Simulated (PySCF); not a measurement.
Job file and geometry (Å, from GFN2-xTB) of an NMR shielding run on `InChI=1S/C7H11O2P/c1-4-6-10(5-2)7(8)9-3/h1H,5-6H2,2-3H3`, GIAO PBE0/pcSseg-1 NMR shielding, non-relativistic, gas phase in PySCF 2.14.0, density-fitted response routines; density fitting, a coarse starting grid and PySCF grid level 2 are the driver's defaults:

```
{"job": {"kind": "nmr", "xc": "PBE0", "basis": "pcSseg-1"}, "charge": 0, "multiplicity": 1}
C     -3.708457     1.145213     0.405823
C     -2.541828     1.344426     0.588788
C     -1.132030     1.555491     0.794188
P     -0.138385     1.098929    -0.728042
C     -0.754245    -0.625785    -1.077239
C     -0.875050    -1.557312     0.122207
C      1.402144     0.618488     0.179583
O      1.678577     0.896915     1.316400
O      2.191757    -0.038111    -0.665949
C      3.470598    -0.439095    -0.185350
H     -4.734066     0.981923     0.261078
H     -0.768568     0.979921     1.651328
H     -0.941939     2.616540     0.986614
H     -1.728520    -0.503424    -1.558369
H     -0.065878    -1.040007    -1.818987
H      0.069582    -1.638578     0.657390
H     -1.638377    -1.204928     0.811798
H     -1.160594    -2.552152    -0.216276
H      4.140181     0.422314    -0.147619
H      3.379776    -0.862521     0.816876
H      3.846402    -1.181305    -0.885309
```

**Question.** What does the program print?

**Answer.** 
```
coarse grid: 18224 points
cycle   1  E = -764.1742036080  dE =  1.411e+00  |g| = 9.107e-01  |ddm| = 4.280e+00
cycle   2  E = -763.8424352166  dE =  3.318e-01  |g| = 1.610e+00  |ddm| = 1.912e+00
cycle   3  E = -764.3200637365  dE = -4.776e-01  |g| = 2.959e-01  |ddm| = 1.398e+00
cycle   4  E = -764.3359572311  dE = -1.589e-02  |g| = 9.939e-02  |ddm| = 2.697e-01
cycle   5  E = -764.3375759076  dE = -1.619e-03  |g| = 2.506e-02  |ddm| = 7.302e-02
cycle   6  E = -764.3377051312  dE = -1.292e-04  |g| = 6.729e-03  |ddm| = 2.595e-02
cycle   7  E = -764.3377133791  dE = -8.248e-06  |g| = 3.278e-03  |ddm| = 7.995e-03
cycle   8  E = -764.3377157598  dE = -2.381e-06  |g| = 1.008e-03  |ddm| = 2.838e-03
final grid: 171896 points
cycle   9  E = -764.4210056016  dE = -4.419e-05  |g| = 1.390e-02  |ddm| = 4.597e-02
cycle  10  E = -764.4209669479  dE =  3.865e-05  |g| = 2.004e-02  |ddm| = 2.267e-02
cycle  11  E = -764.4210431610  dE = -7.621e-05  |g| = 2.544e-03  |ddm| = 1.455e-02
cycle  12  E = -764.4210443784  dE = -1.217e-06  |g| = 5.705e-04  |ddm| = 2.056e-03
cycle  13  E = -764.4210444332  dE = -5.482e-08  |g| = 2.162e-04  |ddm| = 5.724e-04
cycle  14  E = -764.4210444421  dE = -8.909e-09  |g| = 5.120e-05  |ddm| = 1.819e-04
cycle  15  E = -764.4210444427  dE = -5.759e-10  |g| = 1.830e-05  |ddm| = 6.946e-05
converged SCF energy = -764.4210444427

GIAO shielding tensors (ppm)
atom      isotropic    diamagn.    paramagn.     s11        s22        s33       span
  0 C      110.499     258.131    -147.633     37.047     37.808    256.641    219.595
  1 C      103.179     261.111    -157.932      4.813      9.551    295.174    290.360
  2 C      174.116     253.776     -79.660    154.260    172.904    195.185     40.925
  3 P      344.652     967.273    -622.621    252.659    345.279    436.017    183.358
  4 C      164.741     253.224     -88.483    151.996    166.556    175.669     23.673
  5 C      174.663     250.066     -75.403    161.877    174.998    187.114     25.236
  6 C       -2.746     260.035    -262.781   -100.971     24.701     68.033    169.004
  7 O     -137.275     403.763    -541.037   -497.647   -222.142    307.965    805.613
  8 O      140.177     403.809    -263.633    -54.606    233.921    241.216    295.821
  9 C      133.810     242.258    -108.449    100.605    120.477    180.347     79.743
 10 H       30.325      34.492      -4.168     24.599     25.100     41.275     16.676
 11 H       28.574      31.684      -3.110     24.501     27.979     33.241      8.740
 12 H       29.066      27.376       1.690     23.236     27.907     36.055     12.819
 13 H       29.549      32.314      -2.765     26.163     26.919     35.565      9.401
 14 H       29.776      32.748      -2.972     25.695     27.354     36.279     10.583
 15 H       31.156      33.365      -2.209     26.279     31.290     35.899      9.620
 16 H       30.059      32.315      -2.257     24.648     30.469     35.058     10.409
 17 H       30.431      30.203       0.228     25.439     27.071     38.783     13.344
 18 H       28.042      26.495       1.548     23.664     25.540     34.923     11.260
 19 H       27.238      28.669      -1.431     23.334     25.663     32.717      9.384
 20 H       28.009      27.763       0.245     23.966     26.413     33.646      9.680
```

Size and cost of the density-fitted run: 232 basis functions, roughly 2 core-minutes.
